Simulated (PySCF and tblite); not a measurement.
The numbers below are computed, except where a source is named.
2 diastereomers of C6H16OSi2, numbered alike:

```
isomer                                                                SMILES  descriptors
     A   [CH3:1][O:2][Si@H:3]1[CH2:4][CH2:5][Si@H:6]([CH3:7])[CH2:8][CH2:9]1       3r, 6r
     B  [CH3:1][O:2][Si@H:3]1[CH2:4][CH2:5][Si@@H:6]([CH3:7])[CH2:8][CH2:9]1       3s, 6s
```

Protocol: conformer search, at most 6 conformers an isomer, GFN2-xTB geometries, energies PBE0/6-31G* (D3(BJ) added where defined), GIAO shieldings PBE0/6-31G*, weights at 298.15 K with GFN2-xTB thermal terms. Programs: PySCF with density fitting and tblite.

Task: What shifts does each isomer give (ppm; of two unlike H on one atom, a is the less shielded)?

Result: 
A: ¹H (against TMS): 3.82 (H1, 3H), 1.31 (H4a/H9a, 2H), 1.24 (H5a/H8a, 2H), 0.97 (H5b/H8b, 2H), 0.76 (H4b/H9b, 2H), 0.05 (H7, 3H). ¹³C (against TMS): 50.6 (C1), 10.4 (C4/C9), 7.8 (C5/C8), -5.9 (C7). ²⁹Si (against TMS): 8.3 (Si3), -10.7 (Si6).

B: ¹H (against TMS): 3.79 (H1, 3H), 1.28 (H4a/H9a, 2H), 1.13 (H5a/H8a, 2H), 1.04 (H5b/H8b, 2H), 0.85 (H4b/H9b, 2H), -0.04 (H7, 3H). ¹³C (against TMS): 50.6 (C1), 10.9 (C4/C9), 8.3 (C5/C8), -3.8 (C7). ²⁹Si (against TMS): 9.1 (Si3), -8.9 (Si6). H not on carbon is left out.

Unscaled ²⁹Si shifts at such levels can be off by tens of ppm; differences between conformers or isomers are more reliable. Shifts are unscaled: against experiment ¹³C can be off by 15 ppm or more and ¹H by 0.8 ppm.
